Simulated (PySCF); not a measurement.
H₃Cl₂OSiTi (SMILES [SiH3][O][Ti+]([Cl])[Cl]), charge +1, singlet, at a GFN2-xTB geometry (such geometries of metal compounds can be far from the true shape) (the multiplicity is a formal guess).

The PySCF input:
```python
from pyscf import gto, scf, dft

mol = gto.Mole()
mol.atom = '''
    Ti   -0.37754419    0.51301646    0.66708563
    Cl   -0.20566171   -1.44874539    1.45970201
    Cl    1.66186389    1.08867110    0.54090390
    O    -0.88421066    0.31736393   -0.90706824
    Si   -0.56543591   -0.42665482   -2.38931337
    H    -0.28766120    0.69529194   -3.29376220
    H    -1.79420170   -1.17020442   -2.68516088
    H     0.62218578   -1.25593064   -2.00032839
'''
mol.basis = '6-31g*'
mol.charge = 1
mol.verbose = 4
mol.build()

mf = dft.RKS(mol)
mf.xc = 'b3lyp'
mf = mf.density_fit(auxbasis='def2-universal-jkfit')
mf.kernel()
```

### Question
What is the computed HOMO-LUMO gap (DF-B3LYP/6-31G* (PySCF))?

### Answer
4.37 eV

### Question
What nuclear repulsion energy does DF-B3LYP/6-31G* give?

### Answer
528.3056 Eh

### Question
What total energy does DF-B3LYP/6-31G* give?

### Answer
-2136.2301 Eh

### Question
Predict the Mulliken (on the basis functions themselves) charges in atom order from DF-B3LYP/6-31G*.

### Answer
Ti1 1.04, Cl2 -0.02, Cl3 -0.02, O4 -0.59, Si5 0.65, H6 -0.01, H7 -0.01, H8 -0.04

### Question
Estimate the HOMO energy that DF-B3LYP/6-31G* returns for this input.

### Answer
-13.74 eV

### Question
What is the computed number of basis functions (DF-B3LYP/6-31G*)?

### Answer
108
